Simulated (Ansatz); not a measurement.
Mulliken charges of CF$_{3}$HfNO (`O=C=[N][Hf]([F])([F])[F]`) from r2SCAN/def2-TZVPP in Ansatz (PBE0-D4/def2-TZVP geometry).

| atom | x (Å) | y (Å) | z (Å) | charge (e) |
| --- | --- | --- | --- | --- |
| O1 | 1.851 | -2.028 | 1.807 | -0.205 |
| C2 | 1.197 | -1.311 | 1.169 | 0.297 |
| N3 | 0.519 | -0.569 | 0.507 | -0.421 |
| Hf4 | -0.620 | 0.680 | -0.606 | 1.343 |
| F5 | 0.470 | 2.017 | -1.391 | -0.338 |
| F6 | -1.926 | 1.508 | 0.492 | -0.338 |
| F7 | -1.491 | -0.297 | -1.978 | -0.338 |

By hand: the dipole of these point charges (1 e Å = 4.8032 D).

Σ q r = (-0.079, 0.088, -0.078) e Å, of length 0.142 e Å = 0.68 D.

How does the dipole of the full density compare? (Best estimate.)

Computed: (-0.046, 0.051, -0.045) e Å, 0.39 D; the point charges give 1.74 times that, at 0° from its direction.

Point charges leave out the atoms' own dipoles, such as those of lone pairs, and Mulliken's split depends on the basis, so the two needn't agree.
